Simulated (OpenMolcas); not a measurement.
# Mo3+: ligand-field states by method

Mo3+ with its 6 nearest fluoride ions at 2.053 Å, on the Cd site of idealised cubic KCdF3 (a = 4.302 Å, distance in the model lattice 2.151 Å). The rest of the host is ab initio model potentials to 7.6 Å, with orthogonalisation functions on the cations behind the ligands, and point charges beyond; the distance is set by hand and nothing relaxes, and no local charge compensation is placed. Ligand basis ANO-RCC-VDZP.
```
Mo    0.0000    0.0000    0.0000
F     2.0530    0.0000    0.0000
F     0.0000    2.0530    0.0000
F    -2.0530    0.0000    0.0000
F     0.0000   -2.0530    0.0000
F     0.0000    0.0000    2.0530
F     0.0000    0.0000   -2.0530
```

- Program: OpenMolcas
- Basis: ANO-RCC-VTZP [7s6p4d2f1g]
- Scalar Hamiltonian: DKH2, point nucleus
- Active space: 3 electrons in 5 orbitals (4d)
- State averaging: 2S+1 = 4 even, 10 roots; 2S+1 = 2 even, 40 roots
- Spin-orbit coupling: RASSI with atomic mean-field integrals over the reference wave functions

I. CASSCF
II. SS-CASPT2, IPEA 0.25 Eh, imaginary shift 0.1 Eh (closed shells correlated: 4s 4p and the ligand valence shells)

Spin-free states (labels of O, the rotations of Oh) in cm-1, each column counted from its own energy of the first state listed:

```
State  Degeneracy      I     II
  4A2           1      0      0
   2E           2  14608  11000
  2T1           3  15060  11120
  2T2           3  22516  17720
  4T2           3  24500  25620
  4T1           3  32417  31710
  2A1           1  36244  33590
  2T2           3  38733  36330
  2T1           3  39070  36300
   2E           2  40641  37170
  2T1           3  44475  40440
  2T2           3  49361  43780
  2A2           1  50875  44490
  4T1           3  52257  53120
   2E           2  60809  53530
  2T1           3  63021  61930
  2T2           3  64716  62960
  2T1           3  70212  66830
  2T2           3  85191  78770
   2E           2  93053  92640
```

From I to II, I's first state of the same spin (4T2) moves from 24500 to 25620 cm-1, by about +1100 cm-1.

From I to II, I's first state of another spin (2E) moves from 14608 to 11000 cm-1, by about -3600 cm-1.

I: A least-squares ligand-field fit to the states below 45000 cm-1, each weighted by its degeneracy and with a free common offset, gives 10Dq = 24403 cm-1, B = 743 cm-1 and C = 2923 cm-1 (C/B = 3.93), with an rms deviation of 53 cm-1. The same method and metal basis give the free ion B = 813 cm-1 (fit to its terms below 60000 cm-1, rms deviation 33 cm-1), so the nephelauxetic ratio is β = 743 / 813 = 0.91; it hangs on how both fits weigh the states, and computed free-ion B values tend to be too large, so β mixes covalency with correlation.

II: A least-squares ligand-field fit to the states below 45000 cm-1, each weighted by its degeneracy and with a free common offset, gives 10Dq = 25300 cm-1, B = 544 cm-1 and C = 2164 cm-1 (C/B = 3.98), with an rms deviation of 244 cm-1. The same method and metal basis give the free ion B = 671 cm-1 (fit to its terms below 60000 cm-1, rms deviation 271 cm-1), so the nephelauxetic ratio is β = 544 / 671 = 0.81; it hangs on how both fits weigh the states, and computed free-ion B values tend to be too large, so β mixes covalency with correlation.

From I to II, 10Dq changes by +4 %, B by -27 % and C by -26 %.

χT at 300 K: I 1.77, II 1.77 cm3 K/mol.

Roots that are degenerate in the reference are averaged as groups; the widest CASPT2 spread within a group is 990 cm-1 (the 3-fold group of multiplicity 2 near 78800 cm-1 above the lowest state of its run, II). Shifts and gaps below about the spread of the groups concerned are not significant. Over all roots computed the reference weight is 0.72 to 0.73 in II; a low but even weight reflects the number of correlated electrons. The least metal-like active orbital is 84 % on the metal (Löwdin) and no ligand orbital is active, so the numbers are rough. Ligand-to-metal charge-transfer states are missing. With no ligand orbital active B as a rule stays too high, so bands that hang on it stand too high and its fall with covalency is understated. Without dynamic correlation the repulsion within the d shell is too large (B by tens of per cent), so at a given field states of lower spin stand too high (holds for I). With metal d orbitals alone the field can be off either way by tens of per cent (holds for I). With one d shell and no ligand orbital active, 10Dq can be off by a tenth or more (holds for II). No measured value stands beside these numbers; the geometry was set by hand and not optimised.
